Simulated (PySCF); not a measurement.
Energy landscape of F2Mg, singlet: symmetric bend, bond length relaxed. Scanned: F-Mg-F angle. Other coordinates (Mg-F bond length) were minimised at B3LYP/def2-TZVP.

The free coordinates were minimised at B3LYP/def2-TZVP in PySCF; the energy column is CCSD(T) on RHF/cc-pVTZ, 3 core orbitals frozen run with PySCF, in kJ/mol.

```tsv
a / °	Mg-F bond length / Å	E
180	1.751	0.0
170	1.751	1.8
160	1.751	7.1
150	1.752	15.8
140	1.753	27.8
130	1.754	43.6
120	1.756	63.6
110	1.761	89.3
100	1.767	122.7
90	1.777	167.5
80	1.803	229.9
```
